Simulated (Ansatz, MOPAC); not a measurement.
Species: ZnBr, charge 1, multiplicity 1. SMILES: [Zn+][Br]

Atoms: Zn1, Br2. Bonds: Zn1-Br2.

Bond lengths (Å) and angles (degrees) optimised at AM1 with MOPAC; PM7 with MOPAC; HF/STO-3G with Ansatz (a first-principles code); HF/LANL2DZ with Ansatz; PBE/LANL2DZ with Ansatz; MP2/LANL2DZ with Ansatz, each started from the B3LYP-D3(BJ)/def2-TZVP structure (Ansatz) of the last column. A row stands for all coordinates that are equal there.

```
coordinate    AM1    PM7  HF/STO-3G  HF/LANL2DZ  PBE/LANL2DZ  MP2/LANL2DZ  B3LYP-D3(BJ)/def2-TZVP
----------  -----  -----  ---------  ----------  -----------  -----------  ----------------------
Zn1-Br2     2.029  2.184      2.153       2.287        2.314        2.291                   2.214
```

Mean signed difference of all 1 bond lengths from B3LYP-D3(BJ)/def2-TZVP: AM1 -0.185 Å, PM7 -0.030 Å, HF/STO-3G -0.061 Å, HF/LANL2DZ 0.073 Å, PBE/LANL2DZ 0.100 Å, MP2/LANL2DZ 0.077 Å.
